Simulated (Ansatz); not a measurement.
A CCSD(T) single point on C2H8SSi2 (`SC1[SiH2]C[SiH2]1`).

```yaml
crystal:
  periodic: [false, false, false]
  atoms:
    - {symbol: S, position_ang: [-1.836750, 1.349613, 1.335887]}
    - {symbol: C, position_ang: [-0.920655, 0.562782, 0.008556]}
    - {symbol: Si, position_ang: [-0.537000, -1.293070, 0.195153]}
    - {symbol: C, position_ang: [1.181754, -1.043936, -0.550847]}
    - {symbol: Si, position_ang: [0.951502, 0.801299, -0.207916]}
    - {symbol: H, position_ang: [-1.603207, 2.633349, 1.010926]}
    - {symbol: H, position_ang: [-1.430445, 0.698773, -0.952405]}
    - {symbol: H, position_ang: [-1.458469, -2.206457, -0.532401]}
    - {symbol: H, position_ang: [-0.478637, -1.683501, 1.627640]}
    - {symbol: H, position_ang: [1.198249, -1.263823, -1.621176]}
    - {symbol: H, position_ang: [2.019057, -1.550368, -0.073359]}
    - {symbol: H, position_ang: [1.583789, 1.221884, 1.068589]}
    - {symbol: H, position_ang: [1.351211, 1.738755, -1.294047]}
basis:
  gaussian: {orbitals: def2-SVP}
correlation: {method: ccsd_t}
```

```sh
$ ansatz run in.yaml --threads 4 --pin off --events-out ev --progress --plain
```

Log, shortened:

```
Functional definition: HF
1199 factors; integrals over basis functions are off by at most 1.3e-3 eV
mean field evaluation 1: about -28716.5480 eV, gradient 2.8e1 eV
mean field evaluation 2: about -28716.5513 eV, gradient 2.8e1 eV
mean field evaluation 4: about -28719.1795 eV, gradient 3.5e0 eV
mean field evaluation 8: about -28719.2253 eV, gradient 1.3e-4 eV
mean field -28719.22533232 eV, -1055.4120643728 hartree, gradient 1.7e-6 eV, S^2 0.000000; 0 other end points of the search recorded, 0 dependent functions left out
17 core orbitals not correlated: weight in the atoms' cores, before any rotation towards them, 1.000 or more for the frozen orbitals, at most 0.000 for the correlated occupied ones
reference -28719.22533232 eV, -1055.4120643728 hartree; 15, 15 occupied and 90, 90 virtual orbitals, 1199 factors
second order -16.53449395 eV of doubles, -0.00000000 eV of singles
cycle   1  -17.80543605 eV  change    -1.3e0 eV  update   9.7e-2
cycle   2  -18.37504259 eV  change   -5.7e-1 eV  update   2.9e-2
cycle   3  -18.44182140 eV  change   -6.7e-2 eV  update   9.9e-3
cycle   4  -18.44022886 eV  change    1.6e-3 eV  update   2.8e-3
cycle   5  -18.43982886 eV  change    4.0e-4 eV  update   8.5e-4
cycle   6  -18.43962800 eV  change    2.0e-4 eV  update   2.9e-4
cycle   7  -18.43961342 eV  change    1.5e-5 eV  update   9.0e-5
cycle   8  -18.43963055 eV  change   -1.7e-5 eV  update   3.3e-5
perturbative correction -0.59563351 eV, -0.0218891279 hartree
Total energy: -28738.26059638 eV, -1056.1115974245 hartree
```

Run time 5.5 s (4 threads of a server CPU on a shared host); peak host memory 0.62 GiB.

Correlation energy per correlated electron: -0.635 eV. T1 diagnostic: 0.0105.
